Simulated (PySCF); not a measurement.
C₈H₉B.
Cartesian coordinates in Å at the PBE0-D3(BJ)/def2-SVP level; atoms count from 1:
```
atom  x, y, z in Å
C1     2.9720    0.9265   -0.2947
C2     2.2287   -0.1640   -0.0664
C3     0.7751   -0.2470    0.1660
C4     0.2987   -1.5113    0.4774
C5    -1.0027   -1.9877    0.7750
C6    -2.1971   -1.3115    0.8602
B7    -2.4459    0.1755    0.6382
C8    -1.3442    1.1592    0.2416
C9    -0.0036    0.9494    0.0489
H10    2.5618    1.9384   -0.3360
H11    4.0499    0.8345   -0.4454
H12    2.7455   -1.1294   -0.0324
H13    1.0696   -2.2895    0.4996
H14   -1.0278   -3.0677    0.9691
H15   -3.0536   -1.9472    1.1176
H16   -3.5745    0.6022    0.7692
H17   -1.6461    2.2014    0.0754
H18    0.5828    1.8266   -0.2445
```

Probes without a nucleus sit at each ring's centroid and 1 Å off its mean plane on both sides; NICS is minus the shielding there, NICSzz its component along the normal. Level: GIAO PBE0/pcSseg-1 (PySCF, non-relativistic, gas phase) on the PBE0-D3(BJ)/def2-SVP geometry, one conformer.

Ring bond lengths (Å), with Mayer bond orders in brackets: C3–C4 1.387 (1.48), C4–C5 1.417 (1.35), C5–C6 1.375 (1.62), C6–B7 1.524 (1.09), B7–C8 1.529 (1.08), C8–C9 1.371 (1.68), C9–C3 1.432 (1.25).

**Question.** Give the NICS values of each ring in ppm.

**Answer.** 
| ring | type | NICS(0) | NICS(1), two faces | NICS(1)zz, two faces | rms pucker (Å) | centre to ring atoms, mean (Å) |
| --- | --- | --- | --- | --- | --- | --- |
| C3–C4–C5–C6–B7–C8–C9 | 7-membered ring with B; formal bonds 3 double, 4 single | -3.0 | -6.7 / -6.7 | -17.1 / -17.3 | 0.01 | 1.65 |

**Question.** What do they say, and how far can they be read as aromaticity?

**Answer.** 
- C3–C4–C5–C6–B7–C8–C9: mean NICS(1)zz -17.2 ppm, shielded.

**Question.** What field does 7.05 T along the ring normal induce along that normal at the first NICS(1) probe listed for ring C3–C4–C5–C6–B7–C8–C9, 1 Å off the ring?

**Answer.** NICSzz × B0 = -17.1 ppm × 7.05 T = -121 μT, against the applied field.

**Question.** List the ring angles and the Hirshfeld charges of the ring atoms.

**Answer.** 
- C3–C4–C5–C6–B7–C8–C9: C3 126.4° (+0.018 e), C4 132.0° (-0.028 e), C5 130.2° (-0.020 e), C6 127.8° (-0.097 e), B7 123.2° (+0.071 e), C8 130.0° (-0.095 e), C9 130.4° (-0.018 e); sum 900.0° against 900° for a flat convex ring.

**Question.** How do the values depend on the level or the medium?

**Answer.** 
| level | NICS(0), C3–C4–C5–C6–B7–C8–C9 | mean NICS(1)zz, C3–C4–C5–C6–B7–C8–C9 |
| --- | --- | --- |
| PBE0/pcSseg-1, gas | -3.0 | -17.2 |
| wB97X-D/pcSseg-1, gas | -2.9 | -17.0 |

The geometry is the same throughout.

The run took 1.9 min of wall time (grids of density and orbitals included) on an Intel Xeon at 2.50 GHz with one thread, no GPU, shared host with 64 logical CPUs at a one-minute load of 62, and the process peaked at 0.90 GiB of memory. This is the whole shielding run at PBE0/pcSseg-1, SCF included.
